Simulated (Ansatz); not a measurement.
Reaction 2 R1 + R2 + 3 R3 → 5 P1 + P2, each structure at its B3LYP-D3(BJ)/def2-TZVP stationary point, reached from a drawn start (curvature not checked).
P1: H2 (SMILES [H][H]), charge 0, multiplicity 1.
R1: H2O (SMILES O), charge 0, multiplicity 1.
R2, HF (SMILES F) (charge 0, multiplicity 1):
```json
[
 {"atom": "F", "x (Å)": "0.0000", "y (Å)": "0.0000", "z (Å)": "0.4622"},
 {"atom": "H", "x (Å)": "0.0000", "y (Å)": "0.0000", "z (Å)": "-0.4622"}
]
```
R3: SiH4 (SMILES [SiH4]), charge 0, multiplicity 1.
P2, FH7O2Si3 (SMILES F[SiH](O[SiH3])O[SiH3]) (charge 0, multiplicity 1):
```xyz
13

Si     2.286     0.458    -0.586
O      1.372    -0.160     0.631
Si     0.067    -0.938     1.172
F      0.032    -2.388     0.504
O     -1.293    -0.163     0.778
Si    -2.339     0.449    -0.331
H      3.018    -0.633    -1.264
H      3.244     1.418     0.001
H      1.416     1.152    -1.562
H      0.147    -1.097     2.622
H     -3.220     1.416     0.354
H     -1.584     1.132    -1.406
H     -3.146    -0.645    -0.912
```

P less R. No zero-point or thermal terms. One arrangement of each flexible species, with no search for the lowest.

Frozen-core correlation throughout.

Programs: Ansatz (Gaussian basis) for Hartree–Fock, density functionals and correlated methods. No computed number here is a measurement.

Total energies in hartree:

```
structure  PBE/def2-TZVPP  r2SCAN/def2-TZVPP  CCSD(T)/cc-pV(T+d)Z
---------  --------------  -----------------  -------------------
P1              -1.166122          -1.171285            -1.172336
R1             -76.380147         -76.423173           -76.332115
R2            -100.393473        -100.446638          -100.338298
R3            -291.721620        -291.854203          -291.440117
P2           -1122.642546       -1123.180650         -1121.641209
```

Task: Work out the reaction energy at each level in eV (1 hartree = 27.21139 eV), and say how far PBE/def2-TZVPP lies from CCSD(T)/cc-pV(T+d)Z.

Result: 
- PBE/def2-TZVPP: 5 × (-1.166122) + (-1122.642546) − (-100.393473) − 2 × (-76.380147) − 3 × (-291.721620) = -0.154529 hartree = -4.205 eV
- r2SCAN/def2-TZVPP: 5 × (-1.171285) + (-1123.180650) − (-100.446638) − 2 × (-76.423173) − 3 × (-291.854203) = -0.181482 hartree = -4.938 eV
- CCSD(T)/cc-pV(T+d)Z: 5 × (-1.172336) + (-1121.641209) − (-100.338298) − 2 × (-76.332115) − 3 × (-291.440117) = -0.180010 hartree = -4.898 eV
PBE/def2-TZVPP less CCSD(T)/cc-pV(T+d)Z: 0.693 eV. CCSD(T)/cc-pV(T+d)Z is the level counted from, the highest shown, and no exact or measured value.

Ansatz is a first-principles code.
